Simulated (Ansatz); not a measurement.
`F[CH2][AlH][I]` at its PBE0-D4/def2-TZVP geometry, where that method's forces vanish. Charge 0, multiplicity 1. I: def2 effective core potential.

| atom | x (Å) | y (Å) | z (Å) |
| --- | --- | --- | --- |
| F1 | -0.3868 | -1.2642 | -1.3354 |
| C2 | 0.4474 | -0.2922 | -0.7951 |
| Al3 | -0.2484 | 0.4902 | 0.8827 |
| I4 | -2.4078 | -0.2844 | 1.7797 |
| H5 | 0.5963 | 0.4889 | -1.5532 |
| H6 | 1.4353 | -0.7439 | -0.6306 |
| H7 | 0.5641 | 1.6054 | 1.6519 |

(1) For each bond, give half the difference of the two atoms' forces along it (eV/Å; positive pushes the atoms apart) under PBE-D4, r2SCAN-D4, B3LYP-D4, ωB97M-V in def2-TZVPP. (Estimate.)

Answers

(1) Computed: 
```csv
bond,length (Å),PBE-D4,r2SCAN-D4,B3LYP-D4,ωB97M-V
F1–C2,1.390,0.47,0.38,0.44,0.34
C2–Al3,1.978,-0.08,-0.09,-0.03,-0.05
C2–H5,1.099,0.10,-0.03,-0.12,-0.11
C2–H6,1.099,0.10,-0.04,-0.12,-0.11
Al3–I4,2.463,0.12,0.02,0.14,-0.01
Al3–H7,1.580,0.03,-0.04,-0.14,-0.14
```

B3LYP here is the variant with VWN-RPA as its local correlation; programs differ in this.
